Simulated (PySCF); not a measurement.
CHO₂ (SMILES O=C[O-]), charge -1, singlet, geometry from GFN2-xTB (in this run its highest filled SCF level lies above zero, so its values depend strongly on the basis, on diffuse functions most of all); B3LYP/6-31G in PySCF.

Input for PySCF:
```python
from pyscf import gto, scf, dft

mol = gto.M(
    atom='''
O    -1.039992   -0.467751   -0.004050
C    -0.071581    0.290264    0.001513
O     1.138232    0.069379    0.001973
H    -0.356441    1.445390    0.007536
''',
    basis='6-31g',
    charge=-1,
    spin=0,
    verbose=4,
)

mf = dft.RKS(mol)
mf.xc = 'b3lyp'
mf.kernel()
```

It wrote (shortened):

```
PySCF version 2.14.0

[INPUT] verbose = 4
[INPUT] num. atoms = 4
[INPUT] num. electrons = 24
[INPUT] charge = -1
[INPUT] spin (= nelec alpha-beta = 2S) = 0
[INPUT] symmetry False subgroup None
[INPUT] Mole.unit = angstrom
[INPUT] Symbol           X                Y                Z      unit          X                Y                Z       unit  Magmom
[INPUT]  1 O     -1.039992000000  -0.467751000000  -0.004050000000 AA   -1.965300051739  -0.883921284491  -0.007653390804 Bohr   0.0
[INPUT]  2 C     -0.071581000000   0.290264000000   0.001513000000 AA   -0.135268485722   0.548519463821   0.002859155626 Bohr   0.0
[INPUT]  3 O      1.138232000000   0.069379000000   0.001973000000 AA    2.150946746216   0.131107308796   0.003728429644 Bohr   0.0
[INPUT]  4 H     -0.356441000000   1.445390000000   0.007536000000 AA   -0.673575869566   2.731391243185   0.014240976075 Bohr   0.0

nuclear repulsion = 63.2400552028817
number of shells = 17
number of NR pGTOs = 70
number of NR cGTOs = 29
basis = 6-31g
ecp = {}

******** <class 'pyscf.dft.rks.RKS'> ********
method = RKS
initial guess = minao
damping factor = 0
level_shift factor = 0
DIIS = <class 'pyscf.scf.diis.CDIIS'>
diis_start_cycle = 1
diis_space = 8
diis_damp = 0
SCF conv_tol = 1e-09
SCF conv_tol_grad = None
SCF max_cycles = 50
direct_scf = True
direct_scf_tol = 1e-13
XC library pyscf.dft.libxc version 7.1.2
    S. Lehtola, C. Steigemann, M. J. T. Oliveira, and M. A. L. Marques,  SoftwareX 7, 1–5 (2018)
XC functionals = b3lyp
    P. J. Stephens, F. J. Devlin, C. F. Chabalowski, and M. J. Frisch,  J. Phys. Chem. 98, 11623 (1994)
radial grids:
    Treutler-Ahlrichs [JCP 102, 346 (1995); DOI:10.1063/1.469408] (M4) radial grids

becke partition: Becke, JCP 88, 2547 (1988); DOI:10.1063/1.454033
pruning grids: <function nwchem_prune>
grids dens level: 3
symmetrized grids: False
atomic radii adjust function: <function treutler_atomic_radii_adjust>
small_rho_cutoff = 0
Set gradient conv threshold to 3.16228e-05
Initial guess from minao.
tot grids = 52096
init E= -189.464116853745
  HOMO = -0.332779350769884  LUMO = -0.0469975773288469  gap/eV = 7.77652
cycle= 1 E= -188.861437346629  delta_E= 0.603  |g|= 1.12  |ddm|= 2.25
  HOMO = 0.183752649002689  LUMO = 0.330984002054129  gap/eV = 4.00637
cycle= 2 E= -188.348901242798  delta_E= 0.513  |g|= 1.95  |ddm|= 3.67
  HOMO = 0.020247134675377  LUMO = 0.311590775319481  gap/eV = 7.92786
cycle= 3 E= -189.109824480138  delta_E= -0.761  |g|= 0.0767  |ddm|= 2.77
  HOMO = 0.00274147688875881  LUMO = 0.291838153152953  gap/eV = 7.86672
cycle= 4 E= -189.111156465752  delta_E= -0.00133  |g|= 0.0394  |ddm|= 0.117
  HOMO = 0.00681497637059114  LUMO = 0.300501203149862  gap/eV = 7.99161
cycle= 5 E= -189.111550670604  delta_E= -0.000394  |g|= 0.00627  |ddm|= 0.0502
  HOMO = 0.00656631058794699  LUMO = 0.299752674751625  gap/eV = 7.97801
cycle= 6 E= -189.111562986535  delta_E= -1.23e-05  |g|= 0.000606  |ddm|= 0.0146
  HOMO = 0.00647676951561671  LUMO = 0.299702896499127  gap/eV = 7.97909
cycle= 7 E= -189.1115630641  delta_E= -7.76e-08  |g|= 6.31e-05  |ddm|= 0.000787
  HOMO = 0.00647840352137496  LUMO = 0.299706141457861  gap/eV = 7.97913
cycle= 8 E= -189.11156306345  delta_E= 6.5e-10  |g|= 8.88e-05  |ddm|= 0.000135
  HOMO = 0.00647870793573091  LUMO = 0.299706684428048  gap/eV = 7.97914
cycle= 9 E= -189.111563064999  delta_E= -1.55e-09  |g|= 1.75e-06  |ddm|= 8.04e-05
  HOMO = 0.0064789335469555  LUMO = 0.299707116351209  gap/eV = 7.97915
cycle= 10 E= -189.111563065  delta_E= -1.14e-12  |g|= 1.14e-07  |ddm|= 2.93e-06
  HOMO = 0.00647890345399338  LUMO = 0.299707091967941  gap/eV = 7.97915
Extra cycle  E= -189.111563065001  delta_E= -5.4e-13  |g|= 1.68e-07  |ddm|= 2.83e-07
converged SCF energy = -189.111563065001
```
